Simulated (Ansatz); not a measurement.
One change: `[CH3][Ge]([F])([F])[C]#N` becomes `N#[C][GeH]([F])[F]`.

Ansatz, PBE0-D4/def2-TZVP geometries, multiplicity 1. 

Scalar relativity is left out up to krypton.

```
                                          property  `[CH3][Ge]([F])([F])[C]#N`
    size of the dipole moment (PBE/def2-TZVPP) / D                        4.13
               HOMO–LUMO gap (PBE/def2-TZVPP) / eV                        6.67
           HOMO–LUMO gap (ωB97M-V/def2-TZVPP) / eV                       13.69
                 LUMO energy (PBE/def2-TZVPP) / eV                       -2.05
size of the dipole moment (ωB97M-V/def2-TZVPP) / D                        4.24
             LUMO energy (ωB97M-V/def2-TZVPP) / eV                        1.05
```

Task: Give the same properties after the change, and the shifts. (Best estimate.)

Result: The calculation gave: 
| property | `N#[C][GeH]([F])[F]` | shift |
| --- | --- | --- |
| size of the dipole moment (PBE/def2-TZVPP) / D | 2.87 | -1.26 |
| HOMO–LUMO gap (PBE/def2-TZVPP) / eV | 6.60 | -0.07 |
| HOMO–LUMO gap (ωB97M-V/def2-TZVPP) / eV | 13.64 | -0.05 |
| LUMO energy (PBE/def2-TZVPP) / eV | -2.49 | -0.44 |
| size of the dipole moment (ωB97M-V/def2-TZVPP) / D | 3.02 | -1.22 |
| LUMO energy (ωB97M-V/def2-TZVPP) / eV | 0.55 | -0.50 |

With PBE0 the HOMO falls by 0.41 eV and the LUMO falls by 0.47 eV, so the gap narrows by about 0.06 eV. PBE moves the HOMO by -0.37 eV and ωB97M-V by -0.44 eV. Dipoles are sizes alone; their direction can turn.
